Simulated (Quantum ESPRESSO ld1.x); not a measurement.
All-electron atom: Ce+ in [Xe] 4f2 5d1 (not the ground configuration).

Calculated with ld1.x of Quantum ESPRESSO 7.5: scalar-relativistic Kohn-Sham, LDA (Slater exchange, VWN5 correlation), spin-polarised, spherical densities, point nucleus; open shells are filled with parallel spins first.

Energy parts (hartree):
part                      energy
total                  -8853.710
kinetic                 9382.054
electron-nucleus      -21457.250
Hartree                 3424.410
exchange-correlation    -202.924

Orbitals (lengths in bohr, moments of r in powers of bohr; r(max) is where P^2 peaks):
\begin{tabular}{lrrr}
orbital & occ. & eigenvalue (hartree) & r(max) \\ \hline
1s down & 1 & -1478.35 & 0.01575 \\
1s up & 1 & -1478.35 & 0.01575 \\
2s up & 1 & -236.659 & 0.08914 \\
2s down & 1 & -236.658 & 0.08914 \\
2p up & 3 & -212.051 & 0.07169 \\
2p down & 3 & -212.050 & 0.07169 \\
3s up & 1 & -50.8400 & 0.2549 \\
3s down & 1 & -50.8234 & 0.2549 \\
3p up & 3 & -43.0126 & 0.2494 \\
3p down & 3 & -42.9961 & 0.2494 \\
3d up & 5 & -31.8651 & 0.2050 \\
3d down & 5 & -31.8518 & 0.2050 \\
4s up & 1 & -10.2088 & 0.5935 \\
4s down & 1 & -10.1624 & 0.5934 \\
4p up & 3 & -7.65794 & 0.6199 \\
4p down & 3 & -7.61101 & 0.6197 \\
4d up & 5 & -3.98869 & 0.6540 \\
4d down & 5 & -3.94116 & 0.6537 \\
5s up & 1 & -1.54675 & 1.384 \\
5s down & 1 & -1.50558 & 1.386 \\
5p up & 3 & -0.93225 & 1.573 \\
5p down & 3 & -0.89404 & 1.576 \\
5d up & 1 & -0.24445 & 2.335 \\
5d down & 0 & -0.21406 & 2.356 \\
4f up & 2 & -0.19389 & 0.7281 \\
4f down & 0 & -0.14931 & 0.7283 \\
\end{tabular}

The highest occupied level is 4f up at -5.276 eV. The configuration is held as typed, so some empty levels lie below it. Summed over all electrons, <r^2> = 55.89 bohr^2, which gives a Langevin (diamagnetic) susceptibility term of -44.3 x 10^-6 cm^3/mol. Spin moment in Bohr magnetons: 3.
